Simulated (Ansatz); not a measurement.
Isolated molecules relaxed with PBE0-D4/def2-TZVP in Ansatz; ΔE leaves out vibrations. CCSD(T)/CBS is the MP2 limit (def2-TZVPP, def2-QZVPP) plus CCSD(T) − MP2 in def2-TZVPP, frozen cores. This one scheme is used for every species. DFT in def2-TZVPP. B3LYP here is the variant with VWN-RPA as its local correlation; programs differ in this. One conformer a species, not always the lowest.

`N[Si@H](F)S[Si@@H](N)Cl` + fluoromethane → `N[SiH](F)F` + `CS[SiH](N)Cl`  (formal exchange of groups at the Si–S bond)

`N[Si@H](F)S[Si@@H](N)Cl`:

Cartesian coordinates in Å:
```
N 1.135 -0.397 1.585
Si 1.290 -1.158 0.079
F 2.144 -0.163 -0.833
S -0.625 -1.601 -0.724
Si -1.579 0.280 -0.409
N -0.610 1.520 -1.022
Cl -3.410 0.046 -1.335
H 1.876 0.160 1.976
H 0.477 -0.715 2.276
H 2.020 -2.444 0.031
H -1.894 0.575 1.002
H -0.079 1.417 -1.870
H -0.746 2.481 -0.757
```

`CF`:

Z-matrix (Å, degrees):
```
C
F 1 1.376
H 1 1.092 2 109.1
H 1 1.092 2 109.1 3 -120.0
H 1 1.092 2 109.1 3 120.0
```

`N[SiH](F)F`:

Z-matrix (Å, degrees):
```
Si
F 1 1.586
F 1 1.591 2 104.6
N 1 1.684 2 108.1 3 122.7
H 1 1.470 2 111.4 3 -115.3
H 4 1.006 1 121.4 2 160.3
H 4 1.007 1 122.6 2 -42.8
```

`CS[SiH](N)Cl`:

```xyz
11

C    -1.432    0.921    0.780
S    -0.056    1.668   -0.143
Si    1.231    0.006   -0.298
N     0.425   -1.308   -1.020
Cl    1.855   -0.722    1.526
H    -2.262    1.624    0.733
H    -1.729   -0.024    0.329
H    -1.149    0.764    1.820
H     2.435    0.533   -0.982
H     0.708   -2.255   -0.831
H    -0.027   -1.206   -1.914
```

```tsv
level	ΔE (kJ/mol)
B2PLYP	-132.0
B3LYP	-129.8
```

(1) What does CCSD(T)/CBS give? (An estimate is asked.)

Largest T1 diagnostic among the species: 0.011.

## Answers

(1) Computed: -131.4 kJ/mol. The listed levels differ from it by -0.6, 1.6 kJ/mol.

From PBE to PBE0 (25 % exact exchange), in def2-TZVPP and without D4, ΔE moves by −3.4 kJ/mol. The D4 term adds +9.7 kJ/mol with B3LYP and +5.7 kJ/mol with PBE0; it sums over pairs of atoms, weighted by their polarisabilities, and B3LYP, whose exchange is more repulsive, gets the larger term.
